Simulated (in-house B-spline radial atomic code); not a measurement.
Configurations of Kr³⁺, with energies counted from [Ar] 3d10 4s2 4p3. Method: non-relativistic Hartree-Fock with fractional occupations, spin-polarised, spherical fractional occupations, point nucleus. Calculated with a radial B-spline atomic code at the basis-set limit. Caution: exact exchange at fractional occupations of open shells leaves self-interaction of up to several eV. Shells without spins written out take the highest spin.

Occupations are held fixed; configurations that lie above the ionisation limit could autoionise.

```csv
configuration,E - E(ref) (eV),highest orbital,its <r> (bohr)
[Ar] 3d10 4s1 4p4,18.647,4p down,1.794
"[Ar] 3d10 4s2 4p(2 up, 0 down) 5s(1 up, 0 down)",30.075,5s up,3.368
[Ar] 3d10 4s2 4p2 4d1,30.519,4d up,2.423
[Ar] 3d10 4s1 4p3 4d1,32.995,4d up,2.323
"[Ar] 3d10 4s(0 up, 1 down) 4p(3 up, 0 down) 4d(0 up, 1 down)",47.369,4d down,2.605
[Ne] 3s2 3p5 3d10 4s2 4p3 4d1,246.47,4d up,2.241
```

**Question.** Order these further configurations by energy, lowest first.
A. [Ar] 3d10 4s2 4p2 5p1
B. [Ar] 3d10 4s2 4p(0 up, 2 down) 5f(0 up, 1 down)
C. [Ar] 3d10 4s(1 up, 0 down) 4p(1 up, 3 down)
D. [Ar] 3d9 4s2 4p3 5d1
E. [Ar] 3d10 4s1 4p3 5p1

**Answer.** C (25.886 eV), A (36.235 eV), E (39.74 eV), B (47.281 eV), D (141.28 eV).

**Question.** How far above the reference does [Ar] 3d10 4s1 4p3 5f1 lie?

**Answer.** 50.975 eV; its least bound orbital is 5f up with <r> = 7.891 bohr.

**Question.** How far above the reference does [Ar] 3d10 4s1 4p3 5s1 lie?

**Answer.** 33.575 eV; its least bound orbital is 5s up with <r> = 3.336 bohr.
